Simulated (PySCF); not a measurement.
Species: C₆H₁₀ClF.
SMILES: `CC[C@@H]1[C@@H](F)C[C@@H]1Cl`

Theory: TDDFT PBE0/def2-SVPD, vertical, gas phase, core orbitals frozen in the response (PySCF 2.14.0, density-fitted response routines). The structure is a single GFN2-xTB conformer in the gas phase; no vibrational or solvent corrections. Torsions of this conformer, `[CH3:1][CH2:2][C@@H:3]1[C@@H:4]([F:5])[CH2:6][C@@H:7]1[Cl:8]`: C1–C2–C3–C4 -75°.

For one non-degenerate pair of states in vacuum, A = 0.6670 f ν̃² s⁻¹ with ν̃ in cm⁻¹, τ = 1/A, |μ|² = 3f / (2ΔE) in atomic units, and the integrated cross-section is ∫σ dE = 109.76 f Mb·eV.

These lifetimes count emission to the ground state at the vertical energy alone; relaxation of the geometry and all other decay channels are left out.

Energies and rates of the computed singlets with f of 0.002 or more:

```tsv
state	λ (nm)	A (s⁻¹)
S1	172.5	8.41×10⁶
S3	160.7	6.76×10⁶
S4	158.6	1.66×10⁷
S5	154.9	4.33×10⁷
S6	152.7	7.75×10⁶
S7	150.5	6.76×10⁷
S8	149.4	5.99×10⁷
```

**Question.** Go back from the rates to the oscillator strengths and transition dipoles.

**Answer.** f = A / (0.6670 ν̃²), and |μ| follows from f:

| state | f | \|μ\| (D) | τ | main configurations (H = HOMO, L = LUMO) |
| --- | --- | --- | --- | --- |
| S1 | 0.0037 | 0.37 | 120 ns | H→L (86%) |
| S3 | 0.0026 | 0.30 | 150 ns | H→L+1 (88%), H→L (8%) |
| S4 | 0.0063 | 0.46 | 60 ns | H-1→L+1 (80%), H-1→L (13%) |
| S5 | 0.016 | 0.72 | 23 ns | H-2→L (88%) |
| S6 | 0.0027 | 0.30 | 130 ns | H→L+2 (85%) |
| S7 | 0.023 | 0.86 | 15 ns | H-1→L+2 (66%), H-2→L+1 (18%) |
| S8 | 0.020 | 0.80 | 17 ns | H-2→L+1 (76%), H-1→L+2 (18%) |

**Question.** How much energy does a mole of photons resonant with S7 carry?

**Answer.** 8.241 eV × 96.485 = 795 kJ/mol (190 kcal/mol).

**Question.** Which computed singlets stay under f = 0.002?

**Answer.** S2 (7.27 eV, f 0.0017).

**Question.** What is the integrated cross-section of all computed states together?

**Answer.** Σf = 0.076 over S1 to S8, so 109.76 × Σf ≈ 8.3 Mb·eV.
